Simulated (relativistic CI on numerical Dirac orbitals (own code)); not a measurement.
# Line list: Electric-dipole lines, Rh³⁴⁺

These numbers are calculated, not measured: Dirac-Coulomb-Breit CI, separate exchange-only KLI orbitals for each configuration, model QED (radiative potential, 1s self-energy scaled to tabulated hydrogen-like ionisation energies), unscaled Slater integrals (own radial code, finite nucleus).

Configuration list (outside the closed core [Ne]): 3s, 3p, 3d, 4s, 4p, 4d, 4f, 5s, 5p, 5d, 5f, 5g, 6s, 6p, 6d. Levels of other configurations are missing.

```tsv
λ vac (Å)	Lower	Upper	A (s⁻¹)	gf	Branching (%)
9.9693	3d 2D_3/2 [4]	5f 2F°_5/2 [18]	7.55e+12	6.75e-01	63.2
10.026	3d 2D_5/2 [5]	5f 2F°_7/2 [19]	7.97e+12	9.61e-01	67.4
12.138	3s 2S_1/2 [1]	4p 2P°_3/2 [8]	4.14e+12	3.66e-01	79.6
12.627	3p 2P°_1/2 [2]	4d 2D_3/2 [9]	8.58e+12	8.20e-01	82.5
13.073	3p 2P°_3/2 [3]	4d 2D_5/2 [10]	1.05e+13	1.62e+00	99.8
14.296	3d 2D_3/2 [4]	4f 2F°_5/2 [11]	2.08e+13	3.83e+00	93.3
14.402	3d 2D_5/2 [5]	4f 2F°_7/2 [12]	2.21e+13	5.50e+00	99.9
28.127	4p 2P°_1/2 [7]	5d 2D_3/2 [16]	1.57e+12	7.46e-01	20.2
28.991	4p 2P°_3/2 [8]	5d 2D_5/2 [17]	1.99e+12	1.51e+00	25.5
31.039	4d 2D_3/2 [9]	5f 2F°_5/2 [18]	3.60e+12	3.12e+00	30.1
31.249	4d 2D_5/2 [10]	5f 2F°_7/2 [19]	3.85e+12	4.51e+00	32.6
32.769	4f 2F°_5/2 [11]	5g 2G_7/2 [20]	6.21e+12	8.00e+00	96.1
32.854	4f 2F°_7/2 [12]	5g 2G_9/2 [21]	6.42e+12	1.04e+01	99.6
54.105	5p 2P°_3/2 [15]	6d 2D_5/2 [26]	5.63e+11	1.48e+00	10.6
108.36	3s 2S_1/2 [1]	3p 2P°_3/2 [3]	5.78e+10	4.07e-01	100.0
114.22	3p 2P°_3/2 [3]	3d 2D_5/2 [5]	4.29e+10	5.03e-01	100.0
264.92	4s 2S_1/2 [6]	4p 2P°_3/2 [8]	1.38e+10	5.81e-01	0.3
299.87	4p 2P°_3/2 [8]	4d 2D_5/2 [10]	1.02e+10	8.24e-01	0.1
611.41	5p 2P°_3/2 [15]	5d 2D_5/2 [17]	3.31e+09	1.11e+00	0.0
1081.8	6p 2P°_3/2 [24]	6d 2D_5/2 [26]	1.32e+09	1.39e+00	0.0
```

Terms are leading LS components. Brackets give the number of a level in order of energy, since labels repeat. The list gives strong lines, with weight on those to low levels, without lines whose two gauges differ by over a factor of 2.5. Levels whose partners in the same complex of configurations lie outside the list can be far off, and so can their lines. Rates are taken at the computed energies, electric ones in the length gauge.

At this charge energies of transitions that change n are usually good to better than 1 %, and those within a shell (Δn = 0) to a few per cent.
